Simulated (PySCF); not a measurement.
**Gas-phase XPS of `C[SiH]([SiH3])[SiH3]`, computed**

Species: CH₁₀Si₃.
Structure used (PBE0-D3(BJ)/def2-SVP), in Å, numbered top down from 1:
```xyz
14
CH10Si3 angstrom
C      0.0898    1.8246   -0.8648
Si    -0.0809    0.3861    0.3510
Si    -1.9020   -0.9792   -0.2192
Si     1.8576   -0.9373    0.3523
H     -0.8212    2.4421   -0.8739
H      0.9402    2.4676   -0.5908
H      0.2593    1.4458   -1.8844
H     -0.2977    0.9029    1.7425
H     -3.1824   -0.2030   -0.2171
H     -1.6994   -1.5436   -1.5914
H     -2.0300   -2.1160    0.7447
H      1.7190   -2.0688    1.3212
H      3.0648   -0.1330    0.7243
H      2.0791   -1.5097   -1.0137
```

The calculation used delta-SCF UKS SCAN, pcX-2 on the ionised atom, pcseg-1 elsewhere, spin-free X2C (PySCF). Binding energies are ΔSCF values: E(core-ionised, relaxed orbitals) − E(ground state) at a fixed geometry, referred to the vacuum level.

Give the core binding energies atom by atom.

| atom(s) | environment | level | binding energy (eV) | 2p1/2 (eV) | above the level's lowest (eV) | count |
| --- | --- | --- | --- | --- | --- | --- |
| Si2 | SiH silicon | Si 2p3/2 | 106.04 | 106.67 | 0.00 | 1 |
| Si3/Si4 | SiH3 silicon | Si 2p3/2 | 106.33 | 106.95 | +0.29 | 2 |
| C1 | Si-methyl carbon | C 1s | 290.25 | – | 0.00 | 1 |
| Si2 | SiH silicon | Si 1s | 1845.72 | – | 0.00 | 1 |
| Si3/Si4 | SiH3 silicon | Si 1s | 1846.04 | – | +0.32 | 2 |

Lowest listed Si 1s: Si2, bonded to C, H and 2 Si. Highest, 0.32 eV above it: Si3/Si4, bonded to 3 H and Si. Summing the Pauling electronegativity differences to the bonded atoms, each weighted by its formal bond order, gives +0.95 for the lowest site and +0.90 for the highest; the largest sum, +0.95, belongs to Si2, 0.32 eV below the top. The smallest sum, +0.90, belongs to Si3/Si4, 0.32 eV above the lowest.

The listed Si 2p3/2 values span 0.29 eV, from Si2 (bonded to C, H and 2 Si) to Si3/Si4 (bonded to 3 H and Si). Summing the Pauling electronegativity differences to the bonded atoms, each weighted by its formal bond order, gives +0.95 for the lowest site and +0.90 for the highest; the largest sum, +0.95, belongs to Si2, 0.29 eV below the top. The smallest sum, +0.90, belongs to Si3/Si4, 0.29 eV above the lowest.

Which photon energy gives electrons from Si 2p3/2 of Si2 a kinetic energy of 150 eV, and what is their de Broglie wavelength?

hν = 106.04 + 150 = 256.04 eV, recoil neglected; λ = 12.264 Å/√(E/eV) = 1.00 Å.

The first atom of each set that the bonding makes equivalent was ionised and stands for the set. Spin–orbit and ligand-field terms were added within each 2p shell after the spin-free SCF. 2p1/2 minus 2p3/2 (ligand field included): Si 0.62 eV. Isolated species at its PBE0-D3(BJ)/def2-SVP geometry, gas phase.

The run took 50 s wall on Arm Neoverse N1, one thread, shared host with 64 logical CPUs at a one-minute load of 60, and the process peaked at 0.61 GiB of memory.
